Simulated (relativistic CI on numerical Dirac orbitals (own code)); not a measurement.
# Hyperfine structure of Gd XXXVII, mass number 157

Method of calculation: Dirac-Coulomb-Breit CI, KLI orbitals optimised for each configuration, a model potential for QED, unscaled Slater integrals (own radial code, finite nucleus).

Configuration list (outside the closed core [Ne]): 3s2 3p6 3d10, 3s2 3p6 3d9 4s, 3s2 3p6 3d9 4p, 3s2 3p6 3d9 4d, 3s2 3p5 3d10 4s, 3s2 3p6 3d9 4f, 3s2 3p5 3d10 4p, 3s2 3p6 3d8 4s2, 3s2 3p6 3d8 4s 4p, 3s2 3p5 3d10 4d, 3s 3p6 3d10 4s, 3s2 3p6 3d9 5s, 3s2 3p6 3d8 4p2, 3s2 3p6 3d9 5p, 3s2 3p6 3d8 4s 4d, 3s2 3p5 3d10 4f. Levels of other configurations are missing.

Nuclear spin I = 3/2, μ = -0.3398 μN, Q = 1.35 b (tables of Stone and Pyykkö). The electronic factors are computed for point nuclear moments, without core polarisation or the Bohr-Weisskopf and QED corrections.

```csv
Level,E (eV),A (MHz),B (MHz)
3s2 3p6 3d9 4s 3D_3,1028.45,-36100,-61200
3s2 3p6 3d9 4s 1D_2,1029.93,26010,-47700
3s2 3p6 3d9 4s 3D_1,1060.84,32550,-24100
3s2 3p6 3d9 4s 3D_2,1061.86,-57030,-49300
3s2 3p6 3d9 4p 3P°_2,1102.11,4224,-41000
3s2 3p6 3d9 4p 3F°_2,1134.64,-24030,-42900
3s2 3p6 3d9 4p 3F°_4,1149.62,-6084,32400
3s2 3p6 3d9 4p 1D°_2,1151.39,-5578,-90300
```

Levels with J = 0, under 50 % of one LS term, or S terms without an open s electron are left out. Small factors come from cancelling terms and can be off by tens of per cent or more.

At this charge energies of transitions that change n are usually good to better than 1 %, and those within a shell (Δn = 0) to a few per cent.

Give the hyperfine levels of 3s2 3p6 3d9 4s 3D_3 relative to its centre of gravity.

With K = F(F + 1) − I(I + 1) − J(J + 1), E = AK/2 + B[¾K(K + 1) − I(I + 1)J(J + 1)]/[2I(2I − 1)J(2J − 1)]: F = 3/2: 179900, F = 5/2: 135500, F = 7/2: 30580, F = 9/2: -177700 MHz.

LS names give the leading component of a level, which can be under half, so a name can repeat, a term be missing and a line seem to break the LS rules.
